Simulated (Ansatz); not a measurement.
Diatomic TeCl, multiplicity 4 (an upper state: multiplicity 2 came lower at CCSD(T)/def2-TZVPP on PBE0 minima). No spin–orbit coupling.

The constants come from a fifth-degree fit in 1/R (seven points, main isotopes). Runs in def2 and cc sets follow the lowest solution found near the PBE0 minimum.

Correlated levels freeze the inner cores; with def2 sets outer-core shells near the valence are correlated too.

The values were computed with Ansatz (a first-principles code).  In def2 rows elements past Kr take small-core potentials, without spin–orbit coupling.

Question: What bond length and harmonic frequency does PBE/def2-TZVPP give?

Answer: r_e = 2.659 Å, ω_e = 237 cm⁻¹.

Question: What bond length and harmonic frequency does wB97X-V/def2-TZVPP give?

Answer: r_e = 2.619 Å, ω_e = 257 cm⁻¹.

Question: What bond length and harmonic frequency does CCSD(T)/def2-TZVPP give?

Answer: r_e = 2.634 Å, ω_e = 256 cm⁻¹.
